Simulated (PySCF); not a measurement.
Which element holds Br most strongly?

CCSD(T) in PySCF with def2-TZVPP on every atom (core potentials on Sn), for the lowest determinant that a PBE0 search found; no spin–orbit coupling. D0 is De less the harmonic zero-point energy.

```json
{"M": "B", "state (unpaired electrons)": "singlet (closed shell)", "Re (Å)": "1.897", "ωe (cm⁻¹)": "691", "D0(MBr) (eV)": "4.41"}
{"M": "Ga", "state (unpaired electrons)": "singlet (closed shell)", "Re (Å)": "2.365", "ωe (cm⁻¹)": "274", "D0(MBr) (eV)": "4.30"}
{"M": "Si", "state (unpaired electrons)": "doublet (π ↑)", "Re (Å)": "2.235", "ωe (cm⁻¹)": "424", "D0(MBr) (eV)": "3.67"}
{"M": "Sn", "state (unpaired electrons)": "doublet (π ↑)", "Re (Å)": "2.516", "ωe (cm⁻¹)": "246", "D0(MBr) (eV)": "3.36"}
{"M": "C", "state (unpaired electrons)": "doublet (π ↑)", "Re (Å)": "1.824", "ωe (cm⁻¹)": "734", "D0(MBr) (eV)": "3.37"}
{"M": "Ge", "state (unpaired electrons)": "doublet (π ↑)", "Re (Å)": "2.325", "ωe (cm⁻¹)": "301", "D0(MBr) (eV)": "3.48"}
{"M": "Al", "state (unpaired electrons)": "singlet (closed shell)", "Re (Å)": "2.315", "ωe (cm⁻¹)": "380", "D0(MBr) (eV)": "4.53"}
```

Question: Order the elements by D0 and give the energy of SiBr + Ga → GaBr + Si.

Answer: Al > B > Ga > Si > Ge > C > Sn; ΔE = 3.67 − 4.30 = -0.63 eV at CCSD(T)/def2-TZVPP. Close neighbours can swap at other levels.

Correlated steps freeze the inner cores (10 to 18 orbitals); shallow outer-core shells are correlated. Spin–orbit coupling is left out, which matters for elements this heavy, above all for dissociation energies. Where the molecule has an RHF reference, its open-shell atoms are computed with UHF. States were picked by a PBE0 search and need not be the measured ground states.
